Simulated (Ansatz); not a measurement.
`N[SiH2][SeH]`, relaxed with RKS PBE-D4/def2-SVP in Ansatz 0.2.0 from a rough embedded geometry. The force threshold is 0.03 eV/Å; the program also tests the step.

Total charge 0; spin multiplicity 1.

Start:

```xyz
8

N     0.601   -0.923   -0.627
Si   -0.580    0.108    0.129
Se    0.499    1.973    0.824
H     0.916   -0.442   -1.486
H     0.069   -1.806   -1.008
H    -1.213   -0.576    1.278
H    -1.646    0.485   -0.843
H     1.353    1.179    1.734
```

**Question.** By how much does the energy fall, and how many steps does the optimiser take? (Estimate.)

**Answer.** Computed: 5.66 kcal/mol, in 8 steps, 1 of them rejected.

**Question.** Which bonds change most? (Best estimate.)

**Answer.** Computed: N1–H5 from 1.099 to 1.023 Å; Si2–Se3 from 2.264 to 2.300 Å; Si2–H6 from 1.480 to 1.503 Å; Si2–H7 from 1.491 to 1.511 Å.

**Question.** Give the relaxed structure. (Estimate.)

**Answer.** Computed: 
```xyz
8

N     0.483   -0.898   -0.728
Si   -0.648    0.135    0.088
Se    0.427    1.999    0.901
H     1.019   -0.563   -1.531
H     0.299   -1.902   -0.785
H    -1.266   -0.723    1.157
H    -1.752    0.769   -0.725
H     1.439    1.184    1.623
```
